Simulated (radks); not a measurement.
Values are calculated unless marked as measured or tabulated.
Valence configurations of the carbon ion C3+ (all share [He]). Level of theory: scalar-relativistic Kohn-Sham, LDA (Slater exchange, Perdew-Wang correlation), spin-polarised, spherical densities, finite nucleus; open shells are filled with parallel spins first; Fermi nuclear charge, rms radius 2.4702 fm (a radial shooting solver on a logarithmic mesh with Libxc functionals). Energies are relative to 2s1; eigenvalues in eV for spin up.

[
 {"valence": "2s1", "E (eV)": "0.000", "moment (Bohr magnetons)": "1", "e(2p)": "-", "e(2s)": "-57.284"},
 {"valence": "2s0.5 2p0.5", "E (eV)": "3.919", "moment (Bohr magnetons)": "1", "e(2p)": "-49.064", "e(2s)": "-56.888"},
 {"valence": "2p1", "E (eV)": "7.825", "moment (Bohr magnetons)": "1", "e(2p)": "-48.671", "e(2s)": "-"}
]

NIST lists [He] 2s1 as the ground configuration; this level of theory agrees among the configurations tried. The energies are those of spherical high-spin densities, not of single terms.
